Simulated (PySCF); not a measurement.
## Diatomics of Hg with the third period

PBE0 with double-zeta basis sets in PySCF, for the lowest determinant that a PBE0 search found; no spin–orbit coupling. De refers to high-spin ground-configuration atoms. A positive dipole means M(−)Hg(+).

```json
{"M": "Na", "basis": "def2-SVP", "state (unpaired electrons)": "doublet (σ ↑)", "Re (Å)": "3.578", "ωe (cm⁻¹)": "51.1", "De (eV)": "0.07", "μ (D)": "-0.26"}
{"M": "Mg", "basis": "def2-SVP", "state (unpaired electrons)": "singlet (closed shell)", "Re (Å)": "3.618", "ωe (cm⁻¹)": "49.7", "De (eV)": "0.05", "μ (D)": "0.00"}
{"M": "Si", "basis": "def2-SVP", "state (unpaired electrons)": "triplet (π ↑↑)", "Re (Å)": "2.592", "ωe (cm⁻¹)": "196", "De (eV)": "0.56", "μ (D)": "2.02"}
{"M": "P", "basis": "def2-SVPD", "state (unpaired electrons)": "quartet (σ ↑, π ↑↑)", "Re (Å)": "2.983", "ωe (cm⁻¹)": "69.9", "De (eV)": "0.10", "μ (D)": "0.23"}
{"M": "Cl", "basis": "cc-pVDZ-PP/cc-pV(D+d)Z", "state (unpaired electrons)": "doublet (σ ↑)", "Re (Å)": "2.414", "ωe (cm⁻¹)": "260", "De (eV)": "1.07", "μ (D)": "2.84"}
```

(1) By what factor does the harmonic wavenumber vary along the series?

The rows differ in basis set, which adds steps of its own.

The state changes along the series, so neighbouring rows are not always alike in their bonding.

Closed-shell solutions of metal pairs were not tested for spin polarisation, which can lower them a little. Weak bonds: HgP, MgHg, NaHg. Basis-set superposition, not corrected here, can be much of De in a small basis, most of all at correlated wavefunction levels. Functionals without a dispersion term scatter widely for such bonds, and LDA overbinds them. These are scalar-relativistic numbers at best; spin–orbit coupling would shift them, the dissociation energy most. States were picked by a PBE0 search and need not be the measured ground states.

## Answers

(1) At PBE0 it runs from 49.7 cm⁻¹ (MgHg) to 260 cm⁻¹ (HgCl), a factor of 5.23.
